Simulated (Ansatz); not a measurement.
A search over several starts for the lowest SCF solution of the cluster In2P⁺ at the given spin, in a small basis.

```yaml
crystal:
  periodic: [false, false, false]
  atoms:
    - {symbol: In, position_ang: [-1.808839, 1.257027, -0.431725]}
    - {symbol: In, position_ang: [1.152114, -1.812462, 0.652703]}
    - {symbol: P, position_ang: [0.656725, 0.555424, -0.220978]}
basis:
  gaussian: {orbitals: def2-SVP}
total_charge: 1
hamiltonian: {xc: pbe0, dispersion: d4}
output: {orbitals: {seedname: orbitals}}
```

```sh
$ ansatz run in.yaml --threads 4 --pin off --events-out ev --progress --plain --max-ram 3916MiB
```

It prints (some lines left out):

```
Functional definition: PBE0
836 factors; integrals over basis functions are off by at most 4.9e-4 eV
mean field evaluation 1: about -19611.8834 eV, gradient 4.8e1 eV
mean field evaluation 2: about -19567.9087 eV, gradient 9.0e1 eV
mean field evaluation 4: about -19622.2933 eV, gradient 5.3e0 eV
mean field evaluation 8: about -19622.4300 eV, gradient 3.4e-1 eV
mean field evaluation 16: about -19622.4307 eV, gradient 8.0e-4 eV
mean field evaluation 32: about -19622.4623 eV, gradient 1.4e-4 eV
mean field evaluation 64: about -19622.0001 eV, gradient 1.1e0 eV
mean field -19622.46229722 eV, -721.1121888401 hartree, gradient 1.8e-5 eV, S^2 0.000000; 12 other end points of the search recorded, 0 dependent functions left out
reference -19622.46232604 eV, -721.1121898993 hartree; 28, 28 occupied and 42, 42 virtual orbitals, 836 factors
Total energy: -19622.59129731 eV, -721.1169295059 hartree
```

Hardware: 4 threads of Arm Neoverse V1 on a shared host. Wall time 2.9 s.

Other converged states that the search met: 0.03 eV higher (⟨S²⟩ = 0.00), 0.04 eV higher (⟨S²⟩ = 0.00).

In the def2 sets In takes a core potential; there is no spin–orbit coupling. A triplet lies near this restricted singlet, and broken spin symmetry wasn't tried. At PBE0-D4/def2-TZVP a triplet of charge 1 lies 0.94 eV below the restricted singlet at the same geometry. The structure comes from a short search, and lower isomers may exist.
